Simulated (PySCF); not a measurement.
B3LYP has the VWN-RPA correlation part, as in Gaussian. Delta-SCF ions had no search for a lower state. Excitations are Tamm–Dancoff values on a coarser integration grid. The basis has no diffuse functions, so Rydberg states are missing or too high.

Cartesian coordinates (Å):
```xyz
10

O      2.4552     0.4004    -0.3075
C      1.1033     0.4970    -0.3106
C      0.2314    -0.3774     0.1968
Si    -1.5971    -0.1175     0.1222
H      2.7199    -0.4200     0.1291
H      0.7984     1.4153    -0.7989
H      0.6244    -1.2757     0.6710
H     -2.2707    -1.2148    -0.6162
H     -2.1941    -0.0745     1.4804
H     -1.8707     1.1671    -0.5665
```
Charge 0, multiplicity 1.

Task: Predict the S1–T1 gap (TDA), HOMO–LUMO gap, vertical ionisation energy (Delta-SCF), T1 excitation (TDA), LUMO, S1 excitation (TDA), brightest of the four lowest singlets (TDA) and total energy from B3LYP-D3(BJ)/def2-TZVP in PySCF 2.14.0.

Result: 
The S1–T1 gap (TDA) is 1.91 eV and the HOMO–LUMO gap comes out as 6.77 eV. The vertical ionisation energy (Delta-SCF) comes out as 9.22 eV and the T1 excitation (TDA) is 4.27 eV. The LUMO is -0.09 eV and the S1 excitation (TDA) is 6.19 eV. The brightest of the four lowest singlets (TDA) is 7.10 eV. The total energy is -444.6229 Ha.
